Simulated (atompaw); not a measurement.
# What one change does to a pseudopotential (K, PAW (atompaw))

* Element: K (Z = 19)
* Generator: atompaw 4.2.0.5
* Type: PAW
* Functional: PBE
* Relativity: scalar-relativistic
* Frozen core: [Ne] 3s2
* Valence charge: 7
* Reference configuration: 3p6 4s1 4p0
* Partial waves: 4s (bound): rc 3.00 bohr; 4s channel at 3.35 Ry: rc 3.00 bohr; 3p (bound): rc 1.75 bohr; 4p (bound, empty): rc 2.60 bohr; 3d channel at -0.15 Ry: rc 2.85 bohr
* Local potential: bessel scheme, radius 2.20 bohr
* Core correction: smooth core density matched at 1.55 bohr
* Augmentation charge: sinc compensation charge, radius 2.80 bohr; PAW radius 3.00 bohr; waves and projectors: custom rrkj gramschmidtortho

Change: wave 4s (bound): rc 3.00 bohr becomes 4s (bound): rc 2.62 bohr.

Cutoffs: the cutoffs (Ry, on a coarse ladder) from which the occupation-weighted sum of valence levels, in a spherical-Bessel basis at the reference potential, stays within 10 and 1 mRy of its value at 400 Ry; they do not see the model core or the augmentation charge, which bear on the density cutoff.

Task: What does the change do?

Result: The potential gets neither clearly harder nor softer (25 Ry and 40 Ry → 25 Ry and 40 Ry); both files keep a bound ghost (s); the range in which the s phases agree widens (upper end 0.1 → at the end of the scan).

```tsv
quantity	base	changed
cutoff, loose	25 Ry	25 Ry
cutoff, tight	40 Ry	40 Ry
loose cutoff by channel (10 mRy a level)	s 6 Ry, p 21 Ry	s 12 Ry, p 21 Ry
bound ghosts	s	s
s: phases at 3.01 bohr within 0.05 rad from the reference energy up to (Ry; the scan ends near 5)	0.1	to the end of the scan
p: phases at 3.01 bohr within 0.05 rad from the reference energy up to (Ry; the scan ends near 5)	4.1	4.1
d: phases at 3.01 bohr within 0.05 rad from the reference energy up to (Ry; the scan ends near 5)	0.1	0.1
lowest overlap eigenvalue by channel	s 0.05, p 0.03, d 1.00	s 0.04, p 0.03, d 1.00
```

 A true bound ghost makes a file unfit for plane-wave use even where its test errors are small: the radial tests pick states by their node count and pass the ghost by. The cutoffs see the waves, projectors and local potential, not the compensation charge or the core.
